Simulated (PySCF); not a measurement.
C₃H₉O₂Si, SMILES CO[Si](C)([O])C, multiplicity 2. Geometry: r2SCAN-D4/def2-SVP. The isomer is the one that the SMILES or the coordinates give; other isomers of the formula were not compared. One conformer was computed; it need not be the lowest.

Computed equilibrium geometry at r2SCAN-D4/def2-SVP (PySCF confirms it by a frequency run) as bond lengths and angles (one conformer of several):
Atoms: C1 O2 Si3 C4 C5 O6 H7 H8 H9 H10 H11 H12 H13 H14 H15. Bond lengths (Å): C1–O2 1.411, C1–H7 1.105, C1–H8 1.101, C1–H9 1.106, O2–Si3 1.664, Si3–C4 1.883, Si3–C5 1.861, Si3–O6 1.672, C4–H10 1.100, C4–H11 1.104, C4–H12 1.100, C5–H13 1.101, C5–H14 1.100, C5–H15 1.102. Angles (°): O2–C1–H7 111.8, O2–C1–H8 108.8, O2–C1–H9 111.6, H7–C1–H8 108.2, H7–C1–H9 108.3, H8–C1–H9 108.0, C1–O2–Si3 123.5, O2–Si3–C4 111.5, O2–Si3–C5 105.6, O2–Si3–O6 113.1, C4–Si3–C5 113.9, C4–Si3–O6 100.6, C5–Si3–O6 112.4, Si3–C4–H10 111.3, Si3–C4–H11 108.0, Si3–C4–H12 111.7, H10–C4–H11 109.0, H10–C4–H12 108.4, H11–C4–H12 108.5, Si3–C5–H13 110.5, Si3–C5–H14 110.9, Si3–C5–H15 110.1, H13–C5–H14 108.5, H13–C5–H15 107.8, H14–C5–H15 109.0.
Charge 0, spin multiplicity 2.
